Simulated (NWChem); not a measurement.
Species: C2H5ClSi; SMILES C=C([SiH3])Cl

All runs: NWChem. Pople sets run with spherical d functions. The geometry was optimised at PBE-D3(BJ)/def2-SVP. Level: PBE0/6-31G* with SMD (1 M gas to 1 M solution), gas-phase geometry. Reactions with the solvent are ignored.

Among these, which solvent gives the highest value of “solvation free energy (kcal/mol)”?
A. ethanol
B. water
C. ethylene glycol
D. dimethyl sulfoxide

B, water. Values: ethanol -2.3; dimethyl sulfoxide -0.9; ethylene glycol 0.0; water 1.6
